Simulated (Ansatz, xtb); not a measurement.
## Ranking isomers of F2H3Si2−

3 gas-phase structures of F2H3Si2−, found in a search over its isomers (lower ones may exist). Each was relaxed with GFN2-xTB; where two conformers were screened, the lower at r2SCAN-D4/def2-SVPD//GFN2-xTB is listed:

A. `F[Si-](F)[SiH3]`, a singlet
B. `F[SiH-][SiH2]F`, a singlet
C. `F[SiH](F)[SiH2-]`, a singlet

Problem. Estimate their order in r2SCAN-D4/def2-SVPD//GFN2-xTB energy at these geometries, lowest first.

Solution. Calculated order at r2SCAN-D4/def2-SVPD//GFN2-xTB: C (0.0), A (35.2), B (57.4) kJ/mol.

Energies above the lowest of each column, in kJ/mol; the last columns are at r2SCAN-D4/def2-SVPD geometries:

| structure | GFN2-xTB | HF/STO-3G | r2SCAN-D4/def2-SVPD//GFN2-xTB | r2SCAN-D4/def2-SVPD | CCSD(T)/def2-SVPD + ΔMP2/def2-TZVPPD |
| --- | --- | --- | --- | --- | --- |
| C | 2.6 | 27.2 | 0.0 | 0.0 | 0.0 |
| A | 0.0 | 0.0 | 35.2 | 35.1 | 42.6 |
| B | 5.5 | 41.6 | 57.4 | 53.0 | 58.6 |

CCSD(T)/def2-SVPD + ΔMP2/def2-TZVPPD puts C lowest; GFN2-xTB picks A, HF/STO-3G picks A. Flexible structures stand in one conformer each, not always the lowest. The ΔMP2 step shifts differences by up to 15.3 kJ/mol, which makes them less sure. ΔMP2 is the change of the MP2 energy from the smaller to the larger basis.

Programs: Ansatz 0.2.0, xtb 6.7.1.
